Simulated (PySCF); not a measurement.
## Working out the excitation energy of Br⁺

Br⁺ [Ar] 3d10 4s2 4p4 (3P) → Br⁺ [Ar] 3d10 4s1 4p4 4d1 (high-spin determinant). All numbers are calculated (PySCF 2.14, scalar relativity through the core potential, in aug-cc-pVTZ-PP with ECP10MDF (6s5p4d2f, 55 functions)). Frozen: 3s2 3p6 3d10. Energies in hartree (1 hartree = 27.21139 eV):

| part | Br⁺ (lower) | Br⁺ (upper) |
| --- | --- | --- |
| UHF | -415.097948 | -414.197983 |
| CCSD correlation | -0.124767 | -0.129358 |
| (T) | -0.003364 | -0.009554 |

Question: What does Hartree-Fock give?

Answer: (-414.197983) − (-415.097948) = 0.899965 hartree = 24.489 eV.

Question: What do CCSD and CCSD(T) give?

Answer: The CCSD correlation energies differ by -0.004591 hartree = -0.125 eV and the triples by -0.006190 hartree = -0.168 eV, so CCSD gives 24.364 eV and CCSD(T) 24.196 eV.

One determinant mixes LS terms, so it does not stand for a single term.

The upper state lies above the first ionisation limit, where it may autoionise and the basis confines it.

The coupled-cluster amplitudes are large, so a single reference is strained.
